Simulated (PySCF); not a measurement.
A structure optimised at PBE-D3(BJ)/def2-SVP, used in a PySCF frequency run:

```
Al
N 1 1.7789
H 2 1.0224 1 124.78
H 2 1.0225 3 110.18 1 -180.00
C 1 1.9523 2 123.65 3 -180.00
H 5 1.1091 1 112.30 2 0.00
H 5 1.1099 6 108.09 1 -122.38
H 5 1.1099 6 108.09 7 -115.24
Br 1 2.2852 2 115.53 3 0.00
```

Task: Write its SMILES, formula and point group.

Result: [CH3][Al]([NH2])[Br], CH5AlBrN, Cs

Task: What are its rotational constants (standard atomic weights)?

Result: 5.3997, 1.8329, 1.3804 GHz
